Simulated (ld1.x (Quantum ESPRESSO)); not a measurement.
Before and after: TM potential for mercury (Hg)

* Element: Hg
* Generator: ld1.x (Quantum ESPRESSO) 7.5
* Type: norm-conserving Troullier–Martins (Kleinman–Bylander form)
* Functional: PBE
* Relativity: scalar-relativistic
* Frozen core: [Xe] 4f14 5d10
* Valence charge: 2
* Reference configuration: 6s1 6p0 (charge +1)
* Partial waves: 6s (bound): rc 1.70 bohr; 6p (bound, empty): rc 2.05 bohr
* Local potential: the p channel
* Core correction: Bessel-smoothed model core inside 1.70 bohr

Change: wave 6s (bound): rc 1.70 bohr becomes 6s (bound): rc 1.36 bohr.

Cutoffs: the cutoffs (Ry, on a coarse ladder) from which the occupation-weighted sum of valence levels, in a spherical-Bessel basis at the reference potential, stays within 10 and 1 mRy of its value at 400 Ry; they do not see the model core or the augmentation charge, which bear on the density cutoff. Errors are all-electron minus pseudo energies relative to the spin-unpolarised reference configuration.

**Question.** Predict the effect on cutoff, ghosts and configuration errors.

**Answer.** The potential gets harder (25 Ry and 50 Ry → 120 Ry and 180 Ry); both files keep a bound ghost (s); of the 5 tests that both files solve, the error grows in 2 and shrinks in 0 by more than 15 % and 0.3 meV (median size 58.4 → 62.6 meV). A smaller radius makes the pseudo-wave follow the all-electron one further in, where it bends more sharply, so more plane waves are needed.

```csv
quantity,base,changed
"cutoff, loose",25 Ry,120 Ry
"cutoff, tight",50 Ry,180 Ry
bound ghosts,s,s
"error for 6s2 6p0, meV [ΔE -10.69 eV]",-212,-224
"error for 6s1.5 6p0, meV [ΔE -6.33 eV]",-58,-63
"error for 6s1 6p1, meV [ΔE -4.65 eV]",-37,-37
"error for 6s0 6p1, meV [ΔE 7.41 eV]",-60,-97
"error for 6s0 6p2, meV [ΔE 1.89 eV]",-17,-53
s: phases at 2.25 bohr within 0.05 rad from the reference energy up to (Ry; the scan ends near 5),4.5,4.0
p: phases at 2.25 bohr within 0.05 rad from the reference energy up to (Ry; the scan ends near 5),0.1,0.1
```

 A true bound ghost makes a file unfit for plane-wave use even where its test errors are small: the radial tests pick states by their node count and pass the ghost by.
